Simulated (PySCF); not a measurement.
Al(F)(NCO)(OMe) (C2H3AlFNO2), SMILES C[O][Al]([F])[N]=C=O.

Geometry optimised at PBE-D3(BJ)/def2-SVP. One conformer was computed; it need not be the lowest.

All values below come from PBE-D3(BJ)/def2-SVP run with PySCF.

Frequencies are harmonic and unscaled.

Problem. Give all harmonic wavenumbers and intensities. (The exact figures need the calculation; the answer reports its results.)

Solution. 
```json
[
 {"mode": "1", "ν (cm⁻¹)": "46", "IR (km/mol)": "1.6", "moving atoms (share of kinetic energy)": "O 34 %, C 31 %, H 12 %, F 9 %, N 8 %"},
 {"mode": "2", "ν (cm⁻¹)": "78", "IR (km/mol)": "0.2", "moving atoms (share of kinetic energy)": "H 79 %, N 11 %, O 8 %"},
 {"mode": "3", "ν (cm⁻¹)": "91", "IR (km/mol)": "0.6", "moving atoms (share of kinetic energy)": "N 39 %, H 19 %, F 15 %, O 15 %"},
 {"mode": "4", "ν (cm⁻¹)": "94", "IR (km/mol)": "1.9", "moving atoms (share of kinetic energy)": "N 32 %, C 22 %, O 18 %, F 13 %, H 13 %"},
 {"mode": "5", "ν (cm⁻¹)": "98", "IR (km/mol)": "2.5", "moving atoms (share of kinetic energy)": "O 54 %, H 20 %, C 13 %"},
 {"mode": "6", "ν (cm⁻¹)": "224", "IR (km/mol)": "34.5", "moving atoms (share of kinetic energy)": "F 48 %, N 17 %, O 15 %, C 13 %"},
 {"mode": "7", "ν (cm⁻¹)": "270", "IR (km/mol)": "23.2", "moving atoms (share of kinetic energy)": "O 44 %, N 21 %, Al 13 %, F 11 %"},
 {"mode": "8", "ν (cm⁻¹)": "272", "IR (km/mol)": "86.4", "moving atoms (share of kinetic energy)": "Al 64 %, N 13 %, O 12 %, F 9 %"},
 {"mode": "9", "ν (cm⁻¹)": "495", "IR (km/mol)": "23.7", "moving atoms (share of kinetic energy)": "O 36 %, F 21 %, C 19 %, Al 15 %"},
 {"mode": "10", "ν (cm⁻¹)": "593", "IR (km/mol)": "23.0", "moving atoms (share of kinetic energy)": "C 72 %, O 15 %, N 13 %"},
 {"mode": "11", "ν (cm⁻¹)": "603", "IR (km/mol)": "22.6", "moving atoms (share of kinetic energy)": "C 72 %, O 14 %, N 14 %"},
 {"mode": "12", "ν (cm⁻¹)": "746", "IR (km/mol)": "191.3", "moving atoms (share of kinetic energy)": "Al 53 %, O 21 %, C 16 %"},
 {"mode": "13", "ν (cm⁻¹)": "904", "IR (km/mol)": "92.1", "moving atoms (share of kinetic energy)": "Al 50 %, F 43 %"},
 {"mode": "14", "ν (cm⁻¹)": "1140", "IR (km/mol)": "40.4", "moving atoms (share of kinetic energy)": "H 68 %, C 22 %, O 10 %"},
 {"mode": "15", "ν (cm⁻¹)": "1146", "IR (km/mol)": "0.1", "moving atoms (share of kinetic energy)": "H 77 %, C 19 %"},
 {"mode": "16", "ν (cm⁻¹)": "1213", "IR (km/mol)": "298.2", "moving atoms (share of kinetic energy)": "O 55 %, C 31 %, H 9 %"},
 {"mode": "17", "ν (cm⁻¹)": "1422", "IR (km/mol)": "1.2", "moving atoms (share of kinetic energy)": "H 97 %"},
 {"mode": "18", "ν (cm⁻¹)": "1426", "IR (km/mol)": "0.8", "moving atoms (share of kinetic energy)": "H 95 %"},
 {"mode": "19", "ν (cm⁻¹)": "1432", "IR (km/mol)": "19.2", "moving atoms (share of kinetic energy)": "H 88 %, C 9 %"},
 {"mode": "20", "ν (cm⁻¹)": "1469", "IR (km/mol)": "33.3", "moving atoms (share of kinetic energy)": "N 56 %, O 39 %"},
 {"mode": "21", "ν (cm⁻¹)": "2389", "IR (km/mol)": "1156.7", "moving atoms (share of kinetic energy)": "C 70 %, N 18 %, O 12 %"},
 {"mode": "22", "ν (cm⁻¹)": "2919", "IR (km/mol)": "83.1", "moving atoms (share of kinetic energy)": "H 97 %"},
 {"mode": "23", "ν (cm⁻¹)": "2998", "IR (km/mol)": "43.0", "moving atoms (share of kinetic energy)": "H 91 %, C 9 %"},
 {"mode": "24", "ν (cm⁻¹)": "3010", "IR (km/mol)": "31.0", "moving atoms (share of kinetic energy)": "H 90 %, C 10 %"}
]
```
